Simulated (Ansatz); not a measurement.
Basis-set extrapolation for CH3NOSi (PBE0-D4/def2-TZVP geometry, frozen core, Ansatz 0.2.0). Multiplicity 1, RHF reference.

|  | def2-TZVPP | def2-QZVPP |
| --- | --- | --- |
| HF | -457.950044 | -457.967360 |
| MP2 correlation | -0.699540 | -0.751218 |
| CCSD(T) correlation | -0.749578 | not run |

Energies in hartree. Use E(X) = E(∞) + A·exp(−7.88·√X) for Hartree–Fock and E(X) = E(∞) + B·X^(−2.97) for correlation, with X = 3 and 4, and add CCSD(T) minus MP2 of the smaller set to the MP2 limit.

Question: What is the CCSD(T) energy at the basis-set limit?

Answer: HF limit: -457.967360 + (-0.017316) × 0.13774 = -457.96975. MP2 limit: -0.751218 + (-0.051678) × 0.74074 = -0.78950. Higher-order term: -0.749578 − (-0.699540) = -0.05004. Total: -458.80929 hartree, 287.9 kJ/mol below CCSD(T)/def2-TZVPP.
